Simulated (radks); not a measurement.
Task: All-electron atom: the cerium ion Ce3+ in [Xe] 7d1 (not the ground configuration). Method: scalar-relativistic Kohn-Sham, PBE, spin-polarised, spherical densities, finite nucleus; open shells are filled with parallel spins first (spin-orbit coupling, left out, can overturn this in heavy ions); Fermi nuclear charge, rms radius 4.8771 fm; computed with a radial shooting solver on a logarithmic mesh with Libxc functionals. Some entries of the table are withheld. Estimate them.

orbital  occ.  eigenvalue (Ry)  <r> (bohr)  r(max) (bohr)
1s down     1        -2962.443     0.02457        0.01574
1s up       1        -2962.443     0.02457        0.01574
2s up       1        -476.8525      0.1052        0.08907
2s down     1        -476.8521      0.1052        0.08907
2p up       3        -427.3936     0.09237        0.07168
2p down     3        -427.3932     0.09237        0.07168
3s up       1        -105.1040      0.2787         0.2547
3s down     1        -105.1038      0.2787         0.2547
3p up       3        -89.37267      0.2767         0.2493
3p down     3        -89.37243      0.2767         0.2493
3d up       5        -67.01725      0.2536         0.2053
3d down     5        -67.01689      0.2536         0.2053
4s up       1        -23.61989      0.6353         0.5923
4s down     1        -23.61928      0.6353         0.5923
4p up       3              (1)      0.6717         0.6179
4p down     3              (2)      0.6717         0.6179
4d up       5        -11.03248      0.7368         0.6495
4d down     5        -11.03187      0.7368         0.6495
5s up       1         -5.49672       1.461          1.345
5s down     1         -5.49342       1.460          1.345
5p up       3         -4.11757       1.646          1.493
5p down     3         -4.11318       1.644          1.493
7d up       1         -0.63230       8.045          8.527

Result: 
(1) 4p up eigenvalue (Ry): -18.46356
(2) 4p down eigenvalue (Ry): -18.46300
